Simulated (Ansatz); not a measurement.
Cartesian coordinates in Å:
```
S -0.553 -3.277 0.628
C -0.385 -1.777 0.186
N -0.280 -0.653 -0.181
Ge 0.217 1.108 -0.159
H 1.716 1.151 0.154
H -0.095 1.654 -1.553
H -0.620 1.794 0.925
```

Total charge 0; spin multiplicity 1.

Task: List the PBE/def2-TZVPP orbital energies in eV (Ansatz 0.2.0). (Best estimate.)

Result: Ansatz gave: Occupied: -10805.52, -2395.61, -1338.85, -1192.29, -1192.25, -1192.25, -381.14, -271.39, -208.55, -163.47, -154.71, -154.53, -154.53, -114.97, -114.86, -114.86, -30.84, -30.72, -30.72, -30.65, -30.64, -23.37, -19.10, -15.65, -11.83, -10.55, -10.16, -10.16, -8.90, -8.89, -6.15, -6.10. Lowest empty: -1.35, -1.11, -0.70, -0.13, 0.74, 0.98, 1.53, 2.35.
